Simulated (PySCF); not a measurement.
```xyz
4

C      0.6196     0.5524    -0.0083
O     -0.6723     0.4216     0.0073
H      1.0596    -0.4802    -0.0120
H     -1.0069    -0.4937     0.0131
```

Charge 0, multiplicity 1.

Give the Mulliken and meta-Löwdin atomic charges from PBE-D3(BJ)/def2-TZVP // PBE0-D3(BJ)/def2-TZVP run with PySCF.


| atom | Mulliken (e) | meta-Löwdin (e) |
|---|---|---|
| C1 | -0.18 | -0.12 |
| O2 | -0.20 | -0.28 |
| H3 | 0.09 | 0.07 |
| H4 | 0.30 | 0.33 |
